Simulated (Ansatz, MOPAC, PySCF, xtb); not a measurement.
CH4O (SMILES CO) and CH2F2 (SMILES FCF) are pulled apart as rigid monomers along the line of their centres of mass, from the B3LYP-D3(BJ)/def2-TZVP minimum. Starting geometry (charge 0, multiplicity 1):
```xyz
11

C      0.3873    -0.5809     0.4249
O      0.2626     0.7548     0.9094
H     -0.2698    -0.7641    -0.4311
H      0.0922    -1.2381     1.2403
H      1.4182    -0.8170     0.1429
H      0.5396     1.3643     0.2184
F     -0.0116    -1.0789     3.8709
C      0.2493     0.2395     4.1332
F      1.3901     0.3054     4.8805
H     -0.5757     0.6383     4.7259
H      0.4075     0.7537     3.1865
```

Interaction energies with rigid monomers; basis-set methods are counterpoise corrected unless marked otherwise.

The state that PM3 reach isn't checked.

Programs: Ansatz (a first-principles code); MOPAC for PM3 (differences of heats of formation); PySCF for the dispersion terms; xtb for the GFN methods. Values without a source in brackets are computed.

```
O2···H11 (Å)  PM3 (meV)  GFN2-xTB (meV)  r2SCAN/def2-TZVPPD (meV)  r2SCAN-D3(BJ)/def2-TZVPPD (meV)  B3LYP-D4/def2-TZVPPD (meV)
------------  ---------  --------------  ------------------------  -------------------------------  --------------------------
2.05              -11.3          -153.1                     -82.1                            -99.1                      -111.7
2.28              -40.3          -165.4                    -112.7                           -128.0                      -140.6
2.62                  ?          -138.9                     -99.8                           -112.6                      -122.1
3.19              -35.5           -89.6                     -60.3                            -69.1                       -72.8
4.10              -19.0               ?                     -27.7                            -31.8                       -32.5
```

**Question.** Fill in the missing entries.

**Answer.** 
- 4.10, GFN2-xTB (meV): -45.1
- 2.62, PM3 (meV): -55.2
